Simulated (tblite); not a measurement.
Species: C₈H₁₀S.
Atom-mapped SMILES: `[CH:1]#[C:2]/[C:3]([CH3:4])=[C:5](\[CH3:6])[C:7]([CH3:8])=[S:9]` (hydrogens: H10 on C1; H11, H12, H13 on C4; H14, H15, H16 on C6; H17, H18, H19 on C8)

Computed with GFN2-xTB (tblite), gas phase: L-BFGS steps from a force-field or distance-geometry start until the largest atomic force falls under 0.01 eV/Å.

The end geometry, which sets the zero of energy:
```
atom  x, y, z in Å
C1      3.3195   -0.6021    0.2578
C2      2.2286   -0.1320    0.0645
C3      0.9996    0.5045   -0.2096
C4      1.1594    1.8513   -0.8283
C5     -0.1792   -0.1252    0.0888
C6     -0.1273   -1.4912    0.7228
C7     -1.4829    0.4144   -0.1680
C8     -2.6759   -0.4299    0.1580
S9     -1.7844    1.9116   -0.7964
H10     4.2584   -1.0349    0.4372
H11     2.2128    2.0739   -0.9846
H12     0.7186    2.6166   -0.1888
H13     0.6305    1.9010   -1.7805
H14     0.9007   -1.7823    0.9185
H15    -0.6731   -1.4987    1.6652
H16    -0.5746   -2.2379    0.0681
H17    -2.7299   -0.6207    1.2303
H18    -2.6270   -1.3929   -0.3493
H19    -3.5837    0.0838   -0.1483
```

Problem. These geometries come from the run, each turned onto the end geometry. Order them by energy, lowest first.
A.
```
atom  x, y, z in Å
C1      3.3486   -0.5388    0.2554
C2      2.2265   -0.1515    0.0567
C3      0.9867    0.4691   -0.2086
C4      1.1490    1.7765   -0.9078
C5     -0.1892   -0.1163    0.1661
C6     -0.1421   -1.4847    0.7947
C7     -1.4868    0.4587   -0.0485
C8     -2.6818   -0.4326    0.0630
S9     -1.7651    2.0513   -0.3719
H10     4.3182   -0.8998    0.4305
H11     2.1268    1.8329   -1.3831
H12     1.0697    2.5860   -0.1805
H13     0.3703    1.9361   -1.6513
H14     0.8504   -1.6700    1.1961
H15    -0.8671   -1.5760    1.5995
H16    -0.3609   -2.2552    0.0533
H17    -2.8556   -0.7278    1.0989
H18    -2.5407   -1.3429   -0.5197
H19    -3.5668    0.0943   -0.2853
```
B.
```
atom  x, y, z in Å
C1      3.2812   -0.5835    0.3203
C2      2.2083   -0.0924    0.0876
C3      0.9655    0.5305   -0.1656
C4      1.0776    1.7572   -1.0130
C5     -0.1746   -0.0623    0.2798
C6     -0.0840   -1.4329    0.9034
C7     -1.4981    0.4920    0.1181
C8     -2.6335   -0.4536   -0.1202
S9     -1.8167    2.0998    0.2562
H10     4.2096   -1.0214    0.5309
H11     1.6695    1.5196   -1.8997
H12     1.6024    2.5402   -0.4665
H13     0.1064    2.1375   -1.3185
H14     0.9125   -1.5971    1.3058
H15    -0.7986   -1.5505    1.7141
H16    -0.2715   -2.1975    0.1467
H17    -2.9257   -0.9505    0.8067
H18    -2.3448   -1.2233   -0.8355
H19    -3.4953    0.0975   -0.4932
```
C.
```
atom  x, y, z in Å
C1      3.3660   -0.5176    0.2604
C2      2.2416   -0.1164    0.1037
C3      0.9912    0.4928   -0.1549
C4      1.1202    1.7599   -0.9396
C5     -0.1745   -0.1098    0.2195
C6     -0.1319   -1.4821    0.8440
C7     -1.4801    0.4650    0.0177
C8     -2.6751   -0.4379   -0.0235
S9     -1.7537    2.0875   -0.0821
H10     4.3333   -0.9034    0.4030
H11     1.9908    1.6967   -1.5952
H12     1.2577    2.6167   -0.2777
H13     0.2265    1.9493   -1.5338
H14     0.8525   -1.6860    1.2579
H15    -0.8654   -1.5713    1.6426
H16    -0.3530   -2.2409    0.0911
H17    -2.9345   -0.7754    0.9821
H18    -2.4909   -1.3218   -0.6357
H19    -3.5307    0.1038   -0.4220
```
D.
```
atom  x, y, z in Å
C1      3.3501   -0.5802    0.0610
C2      2.2263   -0.1680   -0.0183
C3      0.9436    0.4133   -0.1557
C4      0.9043    1.6703   -0.9751
C5     -0.1347   -0.1485    0.4103
C6     -0.0915   -1.3890    1.2656
C7     -1.4905    0.4128    0.3004
C8     -2.4524   -0.3179   -0.5871
S9     -1.9223    1.7133    1.1870
H10     4.3216   -0.9643    0.1402
H11     1.2287    1.4690   -1.9961
H12     1.5874    2.4108   -0.5534
H13    -0.0977    2.0976   -1.0001
H14     0.9278   -1.7683    1.3474
H15    -0.4718   -1.1418    2.2640
H16    -0.7209   -2.1818    0.8512
H17    -3.0722   -0.9821    0.0319
H18    -1.9188   -0.9217   -1.3267
H19    -3.1270    0.3859   -1.0892
```
E.
```
atom  x, y, z in Å
C1      3.3194   -0.6206    0.2272
C2      2.2293   -0.1343    0.0659
C3      1.0003    0.5101   -0.1940
C4      1.1525    1.8410   -0.8463
C5     -0.1797   -0.1075    0.1237
C6     -0.1258   -1.4708    0.7620
C7     -1.4832    0.4336   -0.1329
C8     -2.6728   -0.4410    0.1202
S9     -1.7835    1.9659   -0.6752
H10     4.2573   -1.0625    0.3953
H11     2.2054    2.0457   -1.0474
H12     0.7553    2.6279   -0.2001
H13     0.5757    1.8716   -1.7784
H14     0.8986   -1.7235    1.0283
H15    -0.7384   -1.5037    1.6637
H16    -0.4980   -2.2354    0.0762
H17    -2.7518   -0.6818    1.1810
H18    -2.5904   -1.3800   -0.4273
H19    -3.5800    0.0746   -0.1846
```

Solution. E (0.005 eV), A (0.025 eV), C (0.047 eV), B (0.092 eV), D (0.209 eV).

In the order of the answer:

```
step  E above end (eV)  largest force (eV/Å)  rms force component (eV/Å)  rms distance from end (Å)  rms bond change (Å)  bond most changed (Å)
 153             0.005                  0.21                       0.048                      0.065                0.002          C4–H13 +0.006
 138             0.025                  0.09                       0.026                      0.230                0.002           C3=C5 -0.003
 127             0.047                  0.09                       0.034                      0.350                0.003           C5–C7 +0.007
 113             0.092                  0.10                       0.033                      0.534                0.004           C5–C7 +0.010
  47             0.209                  0.29                       0.091                      0.914                0.013           C5–C7 +0.037
```

The cost below is that of the whole relaxation. Hardware: Arm Neoverse V1, one thread, shared host with 32 logical CPUs at a one-minute load of 8.6. Cost: 1.5 s.
